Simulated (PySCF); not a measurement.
## Zinc: a sound run and one with changed settings

Sound run: Zn⁺ [Ar] 3d10 4s1, Zn²⁺ [Ar] 3d10. All numbers are calculated (PySCF 2.14, the non-relativistic Hamiltonian (point nucleus), in def2-SVP (5s3p2d1f, 31 functions)). The sound run starts from symmetry-adapted Hartree-Fock orbitals and uses a fine grid where one is needed.

Changed run: initial guess atom, at most 3 SCF cycles. This setting is unsound on purpose.

| species | method | sound run (hartree) | changed run (hartree) | converged |
| --- | --- | --- | --- | --- |
| Zn⁺ | UHF | -1777.28512 | -1777.28468 | no |
| Zn⁺ | M06-2X | -1778.79043 | -1778.79033 | no |
| Zn⁺ | BP86 | -1779.04490 | -1779.04489 | no |
| Zn²⁺ | UHF | -1776.68126 | -1776.68126 | no |
| Zn²⁺ | M06-2X | -1778.14480 | -1778.14480 | no |
| Zn²⁺ | BP86 | -1778.38364 | -1778.38363 | no |

The SCF was stopped early; the energies are upper bounds that still move, and correlated levels were skipped or rest on poor orbitals.
